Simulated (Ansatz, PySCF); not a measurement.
CH7GeNO, SMILES C[NH][GeH2][OH].

Geometry: ωB97X-D3(BJ)/def2-SVP. This is a generated structure with no PubChem entry under its InChIKey; it may be hypothetical. The values are those of a single conformer.

Vertical ionisation energy (IE) and electron affinity (EA) in eV. Rows of orbital energies are one-electron estimates. Where ΔSCF, EOM or ADC give a negative EA the extra electron is unbound and the value depends on the basis.

```tsv
level	IE	EA
−ε(HOMO), −ε(LUMO), B3LYP/def2-TZVP (PySCF)	6.54	-0.25
−ε(HOMO), −ε(LUMO), PBE/def2-TZVP (PySCF)	5.37	0.28
ΔSCF, CAM-B3LYP/def2-SVPD (Ansatz), final states of multiplicity 2 and 2	9.08	-1.46
ΔSCF, PBE/def2-SVPD (Ansatz), final states of multiplicity 2 and 2	8.77	-1.21
```

**Question.** What vertical singlet–triplet gap does ΔSCF give with CAM-B3LYP/def2-SVPD (Ansatz, a program for electronic structure) and with PBE/def2-SVPD (Ansatz)? (An estimate is asked for; the answer gives what the named calculation found.)

**Answer.** 5.67 and 5.18 eV (triplet above singlet where positive).
